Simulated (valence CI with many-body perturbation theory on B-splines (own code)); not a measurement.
E1 line list for Rh VII

Calculated by valence CI with perturbative core correlation (CI+MBPT): three valence electrons over a frozen Dirac-Fock core [Kr], a basis of 9 s, 9 p, 10 d, 8 f, 5 g, 3 h, 1 i functions for each j, with the one-electron correlation potential Σ1 (screened to all orders), the two-electron term Σ2, the three-electron term Σ3, Breit, model QED; selected single and double excitations, second order for the rest, scaled by the run's own slope (own B-spline code, finite nucleus).

No measured spectrum was set against this ion. As an estimate, terms of the open shell hold to 2 to 4 % of their energy, and close levels can change places; different configurations can be misplaced against each other by 1,000 to 8,000 cm⁻¹. Core correlation moves these levels by up to 18000 cm⁻¹, and in measured spectra 5 to 20 % of such shifts remained as error; rates that hang on mixing are uncertain with them. The list stops below the first excitations out of the core.

Lines 101 to 150 of 205 in falling wavelength, among levels below 37.094 eV, chosen from the strongest by gf and those to the six lowest levels. Wavelengths and rates use the calculated energies, so an error of 2000 cm⁻¹ moves a line at 39.83 nm by 0.8 % and its rate by three times that or more. Electric multipoles are in the length gauge, E1 and E2 with the static RPA response of the core. Weak lines are less certain than strong ones. Lines between different terms over intervals too small for the method are left out, as are lines whose strength nearly cancels. The highest levels of a list are the least certain.

Names give the largest LS component (configuration and term), which can be under half, so a name can repeat, a term be missing and a line seem to break the LS rules; names also repeat where a configuration has a term twice. Letters in brackets count levels of one name in rising energy.

| λ vac (nm) | Upper | Lower | A (s⁻¹) | log gf | Branch % |
| --- | --- | --- | --- | --- | --- |
| 39.83 | 4d²5p ⁴G°_7/2 | 4d³ ²F_7/2 | 7.55e+07 | -1.84 | 1.8 |
| 39.70 | 4d²5p ⁴F°_5/2 | 4d³ ²F_5/2 | 8.40e+07 | -1.92 | 0.7 |
| 39.14 | 4d²5p ²F°_5/2 | 4d³ ²F_5/2 | 2.90e+08 | -1.40 | 3.2 |
| 39.04 | 4d²5p ²D°_3/2 | 4d³ ²F_5/2 | 4.58e+07 | -2.38 | 0.3 |
| 39.00 | 4d²5p ⁴F°_7/2 | 4d³ ²F_7/2 | 9.51e+07 | -1.76 | 0.7 |
| 38.96 | 4d²5p ⁴G°_5/2 | 4d³ ²D_5/2 [a] | 5.10e+07 | -2.16 | 1.5 |
| 38.80 | 4d²5p ⁴F°_3/2 | 4d³ ²P_3/2 | 5.41e+07 | -2.31 | 0.4 |
| 38.69 | 4d²5p ⁴D°_3/2 | 4d³ ²F_5/2 | 1.85e+08 | -1.78 | 1.2 |
| 38.67 | 4d²5p ²F°_7/2 | 4d³ ²F_7/2 | 5.13e+08 | -1.04 | 3.5 |
| 38.55 | 4d²5p ⁴D°_5/2 | 4d³ ²F_5/2 | 3.36e+07 | -2.35 | 0.2 |
| 38.50 | 4d²5p ⁴F°_9/2 | 4d³ ²F_7/2 | 3.48e+07 | -2.11 | 0.3 |
| 38.38 | 4d²5p ⁴F°_5/2 | 4d³ ²P_3/2 | 8.97e+07 | -1.93 | 0.7 |
| 38.31 | 4d²5p ⁴G°_7/2 | 4d³ ²D_5/2 [a] | 9.30e+07 | -1.79 | 2.3 |
| 38.27 | 4d²5p ⁴G°_5/2 | 4d³ ²D_3/2 [a] | 2.09e+08 | -1.56 | 6.3 |
| 38.10 | 4d²5p ⁴F°_5/2 | 4d³ ²D_5/2 [a] | 4.13e+08 | -1.27 | 3.2 |
| 38.00 | 4d²5p ⁴F°_3/2 | 4d³ ²P_1/2 | 3.20e+08 | -1.56 | 2.4 |
| 37.84 | 4d²5p ⁴F°_3/2 | 4d³ ²D_3/2 [a] | 5.34e+08 | -1.34 | 3.9 |
| 37.76 | 4d²5p ²D°_3/2 | 4d³ ²P_3/2 | 6.22e+07 | -2.27 | 0.4 |
| 37.59 | 4d²5p ²F°_5/2 | 4d³ ²D_5/2 [a] | 3.40e+08 | -1.36 | 3.8 |
| 37.58 | 4d²5p ⁴G°_5/2 | 4d³ ²G_7/2 | 2.62e+08 | -1.48 | 7.9 |
| 37.54 | 4d²5p ⁴F°_7/2 | 4d³ ²D_5/2 [a] | 9.27e+07 | -1.81 | 0.7 |
| 37.44 | 4d²5p ⁴F°_5/2 | 4d³ ²D_3/2 [a] | 1.46e+08 | -1.74 | 1.1 |
| 37.34 | 4d²5p ⁴G°_9/2 | 4d³ ²H_9/2 | 7.81e+07 | -1.79 | 1.3 |
| 37.31 | 4d²5p ⁴G°_9/2 | 4d³ ²H_11/2 | 3.81e+08 | -1.10 | 6.5 |
| 37.28 | 4d²5p ²S°_1/2 | 4d³ ²P_3/2 | 1.29e+09 | -1.27 | 11.2 |
| 37.26 | 4d²5p ⁴G°_5/2 | 4d³ ⁴P_3/2 | 1.08e+08 | -1.87 | 3.3 |
| 37.23 | 4d²5p ²F°_7/2 | 4d³ ²D_5/2 [a] | 3.10e+08 | -1.29 | 2.1 |
| 37.22 | 4d²5p ⁴F°_7/2 | 4d³ ²H_9/2 | 1.59e+08 | -1.58 | 1.1 |
| 37.17 | 4d²5p ⁴D°_3/2 | 4d³ ²D_5/2 [a] | 2.58e+08 | -1.67 | 1.7 |
| 37.10 | 4d²5p ⁴G°_7/2 | 4d³ ²G_9/2 | 4.04e+08 | -1.18 | 9.8 |
| 37.05 | 4d²5p ⁴D°_5/2 | 4d³ ²D_5/2 [a] | 5.86e+07 | -2.14 | 0.3 |
| 37.01 | 4d²5p ²D°_3/2 | 4d³ ²P_1/2 | 5.46e+08 | -1.35 | 3.9 |
| 36.97 | 4d²5p ⁴G°_7/2 | 4d³ ²G_7/2 | 7.33e+07 | -1.92 | 1.8 |
| 36.94 | 4d²5p ²F°_5/2 | 4d³ ²D_3/2 [a] | 6.02e+08 | -1.13 | 6.7 |
| 36.90 | 4d²5p ⁴F°_5/2 | 4d³ ⁴P_5/2 | 2.74e+08 | -1.47 | 2.1 |
| 36.89 | 4d²5p ⁴F°_3/2 | 4d³ ⁴P_1/2 | 2.96e+08 | -1.62 | 2.2 |
| 36.85 | 4d²5p ²D°_3/2 | 4d³ ²D_3/2 [a] | 8.09e+08 | -1.18 | 5.7 |
| 36.85 | 4d²5p ⁴F°_3/2 | 4d³ ⁴P_3/2 | 6.76e+08 | -1.26 | 5.0 |
| 36.84 | 4d²5p ⁴D°_1/2 | 4d³ ²D_3/2 [a] | 2.24e+08 | -2.04 | 1.1 |
| 36.78 | 4d²5p ⁴F°_5/2 | 4d³ ²G_7/2 | 9.12e+07 | -1.95 | 0.7 |
| 36.76 | 4d²5p ⁴F°_9/2 | 4d³ ²H_9/2 | 1.39e+08 | -1.55 | 1.3 |
| 36.73 | 4d²5p ⁴F°_9/2 | 4d³ ²H_11/2 | 4.95e+08 | -1.00 | 4.6 |
| 36.69 | 4d²5p ⁴D°_3/2 | 4d³ ²P_1/2 | 2.14e+09 | -0.76 | 14.0 |
| 36.55 | 4d²5p ²S°_1/2 | 4d³ ²P_1/2 | 3.23e+09 | -0.89 | 28.2 |
| 36.54 | 4d²5p ⁴D°_3/2 | 4d³ ²D_3/2 [a] | 1.49e+09 | -0.92 | 9.8 |
| 36.50 | 4d²5p ⁴G°_9/2 | 4d³ ²G_9/2 | 2.30e+08 | -1.34 | 3.9 |
| 36.47 | 4d²5p ⁴F°_5/2 | 4d³ ⁴P_3/2 | 1.33e+09 | -0.80 | 10.4 |
| 36.45 | 4d²5p ⁴G°_11/2 | 4d³ ²H_11/2 | 5.03e+07 | -1.92 | 1.7 |
| 36.42 | 4d²5p ²F°_5/2 | 4d³ ⁴P_5/2 | 8.55e+07 | -1.99 | 0.9 |
| 36.42 | 4d²5p ⁴D°_5/2 | 4d³ ²D_3/2 [a] | 1.22e+09 | -0.84 | 7.1 |
